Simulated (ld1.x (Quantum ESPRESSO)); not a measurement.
## Varying the PAW potential for Cs

Base potential:

Cs (Z = 55), PAW, made with ld1.x (Quantum ESPRESSO) 7.5 (PBEsol, scalar-relativistic). Core [Kr] 4d10, reference 5s2 5p6 5d0 6s1 6p0. Waves: 5s (bound): rcut 2.25, rcutus 2.85 bohr; 6s (bound): rcut 2.25, rcutus 2.85 bohr; 5p (bound): rcut 3.40, rcutus 3.95 bohr; 6p (bound, empty): rcut 3.40, rcutus 3.95 bohr; 5d (bound, empty): rcut 4.10, rcutus 4.35 bohr; 5d channel at 2.5 Ry: rcut 4.10, rcutus 4.35 bohr. Local part: all-electron potential smoothed inside 2.25 bohr (lloc = -1). Core correction: Bessel-smoothed model core inside 1.65 bohr. Augmentation charge: PSQ, inside the norm-conserving radii.

Cutoffs, loose and tight: the cutoffs (Ry, on a coarse ladder) from which the occupation-weighted sum of valence levels, in a spherical-Bessel basis at the reference potential, stays within 10 and 1 mRy of its value at 400 Ry. They do not see the model core or the augmentation charge, which bear on the density cutoff. Test errors are all-electron minus pseudo excitation energies from the reference, over the configurations 5s2 5p6 5d0 6s0 6p0; 5s2 5p6 5d0 6s0.5 6p0; 5s2 5p6 5d0 6s0 6p1; 5s1 5p6 5d0 6s1 6p0; 5s2 5p5 5d0 6s1 6p0; 5s2 5p6 5d0.5 6s0.5 6p0; 5s2 5p6 5d1 6s0 6p0. A dash means not determined; rows that change the core or the reference have their own tests. The largest error is taken over the tests solved by every variant that gives reliable tests at all: 5s2 5p6 5d0 6s0 6p0; 5s2 5p6 5d0 6s0 6p1; 5s2 5p6 5d0 6s0.5 6p0.

A true bound ghost makes a file unfit for plane-wave use even where its test errors are small: the radial tests pick states by their node count and pass the ghost by. Where a test does run into it, the solver fails or the error is huge.

Cutoffs are not given where the Bessel-basis levels miss the radial ones by over 6 mRy, ghosts where they miss by over 20 mRy; a channel whose overlap is not positive is not tested.

A file whose overlap is not positive is unfit for use, and its test errors describe a broken file.

```csv
change,outcome,bound ghosts,largest test error (meV)
base,"generated, overlap not positive",not determined (overlap not positive),+8.5
"waves 5d (bound): rcut 2.70, rcutus 2.86 bohr; 5d channel at 2.5 Ry: rcut 2.70, rcutus 2.86 bohr","generated, overlap not positive",not determined (overlap not positive),+8.5
"waves 5d (bound): rcut 2.98, rcutus 3.16 bohr; 5d channel at 2.5 Ry: rcut 2.98, rcutus 3.16 bohr","generated, overlap not positive",not determined (overlap not positive),+8.5
"waves 5d (bound): rcut 3.68, rcutus 3.90 bohr; 5d channel at 2.5 Ry: rcut 3.68, rcutus 3.90 bohr","generated, overlap not positive",not determined (overlap not positive),+8.5
"waves 5d (bound): rcut 4.10, rcutus 4.34 bohr; 5d channel at 2.5 Ry: rcut 4.10, rcutus 4.34 bohr","generated, overlap not positive",not determined (overlap not positive),+8.5
"waves 5d (bound): rcut 4.10, rcutus 4.82 bohr; 5d channel at 2.5 Ry: rcut 4.10, rcutus 4.82 bohr","generated, overlap not positive",not determined (overlap not positive),+8.5
"waves 5d (bound): rcut 4.10, rcutus 5.14 bohr; 5d channel at 2.5 Ry: rcut 4.10, rcutus 5.14 bohr","generated, overlap not positive",not determined (overlap not positive),+8.5
"waves 5d (bound): rcut 4.10, rcutus 5.72 bohr; 5d channel at 2.5 Ry: rcut 4.10, rcutus 5.72 bohr","generated, overlap not positive","d (p not tested, overlap not positive)",+8.5
"waves 5d (bound): rcut 4.10, rcutus 6.00 bohr; 5d channel at 2.5 Ry: rcut 4.10, rcutus 6.00 bohr","generated, overlap not positive","d (p not tested, overlap not positive)",+8.5
```

(1) What comes out with this change to the base: waves 5d (bound): rcut 4.10, rcutus 6.54 bohr; 5d channel at 2.5 Ry: rcut 4.10, rcutus 6.54 bohr?

Answers

(1) outcome: failed: compute_chi: phi_in too large before r_c. Cause: the pseudo-wave handed to the routine for χ is out of range inside the radius.

Reading the sweep of the d radius (base included, trends over the rows without a ghost): Bound ghosts are found at 5.72, 6 bohr. Every judged row has one, so this setting neither creates nor removes them. The generation fails at 6.54 bohr.
